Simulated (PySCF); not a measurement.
C₃H₈OSi₂, SMILES [SiH3][C@H]1OC=C[SiH2]1.

Geometry optimised at B3LYP-D3(BJ)/def2-SVP. The structure was generated by enumeration; whether it is a known compound was not checked. Other conformers were not sampled.

Method: HF/def2-TZVP run with PySCF.

Gas-phase values at a fixed geometry.

- total energy: -771.04720 hartree
- highest occupied level: -9.36 eV
- lowest empty level: 3.05 eV
- orbital gap: 12.42 eV
- dipole moment: 0.58 D
- quadrupole, principal values (traceless, Buckingham form, about the centre of nuclear charge): -3.11, -2.69, 5.80 D·Å
- mean static polarisability: 82.3 bohr³ (12.19 Å³)
- polarisability, principal values: 68.1, 86.4, 92.4 bohr³
